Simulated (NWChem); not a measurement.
# GaBr2F; SMILES [F][Ga]([Br])[Br]

```xyz
4

Ga     0.0000     0.0000     0.5276
F      0.0000     0.0000     2.2855
Br    -2.0079     0.0000    -0.5368
Br     2.0079     0.0000    -0.5368
```
Atoms are numbered in this order, from 1.

Level: PBE-D3(BJ)/def2-SVP (NWChem), optimised geometry, unscaled harmonic frequencies. This build's default masses of Se (78.918 u) and Br (79.917 u) are each other's, which moves their modes by up to 0.6 %.

```csv
frequency (cm⁻¹),IR intensity (km/mol)
82,1.4
134,12.4
153,15.8
259,4.0
357,74.7
694,61.2
```

zero-point energy: 2.4 kcal/mol
thermal correction to the enthalpy at 298.15 K (with zero-point energy): 6.7 kcal/mol
heat capacity Cv: 15.9 cal/(mol K)
entropy at 298.15 K and 1 atm (symmetry number 2): 83.2 cal/(mol K)
dipole moment: 1.07 D

Rigid rotor and harmonic oscillator; modes under 100 cm⁻¹ make the entropy uncertain.
